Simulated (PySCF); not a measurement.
1,1-difluorobuta-1,3-diene (C4H4F2), SMILES C=CC=C(F)F.

The structure is a stationary point at PBE0-D3(BJ)/def2-SVP. Other conformers were not sampled.

Method: TDDFT-M06-2X/def2-SVPD (PySCF 2.14.0).

Vertical excitations. The molecule is in vacuum. State labels are in the subgroup Cs.

| state | symmetry | energy (eV) | λ (nm) | f | main pairs |
|---|---|---|---|---|---|
| S1 | A' | 6.02 | 206 | 0.683 | HOMO→LUMO 99 % |
| S2 | A" | 6.36 | 195 | 0.000 | HOMO→LUMO+1 94 % |
| S3 | A" | 7.00 | 177 | 0.005 | HOMO→LUMO+2 76 %, HOMO→LUMO+3 16 % |
| S4 | A" | 7.13 | 174 | 0.033 | HOMO→LUMO+3 78 %, HOMO→LUMO+2 16 % |
| S5 | A' | 7.63 | 162 | 0.028 | HOMO→LUMO+5 88 % |
| S6 | A" | 7.81 | 159 | 0.001 | HOMO−2→LUMO 83 % |
| S7 | A" | 7.86 | 158 | 0.001 | HOMO→LUMO+4 70 %, HOMO−2→LUMO 11 % |
| S8 | A' | 8.32 | 149 | 0.002 | HOMO−1→LUMO 86 % |
| S9 | A" | 8.58 | 145 | 0.000 | HOMO→LUMO+6 75 % |
| S10 | A" | 8.84 | 140 | 0.000 | HOMO−3→LUMO 50 %, HOMO→LUMO+8 33 % |
| T1 | A' | 3.53 | 351 | 0 | HOMO→LUMO 95 % |
| T2 | A' | 5.53 | 224 | 0 | HOMO→LUMO+5 48 %, HOMO−1→LUMO 47 % |
| T3 | A" | 6.30 | 197 | 0 | HOMO→LUMO+1 93 % |
| T4 | A" | 6.99 | 177 | 0 | HOMO→LUMO+2 80 % |
Triplets are in the Tamm–Dancoff approximation, which puts them higher than full response would, so one can lie above its singlet here.
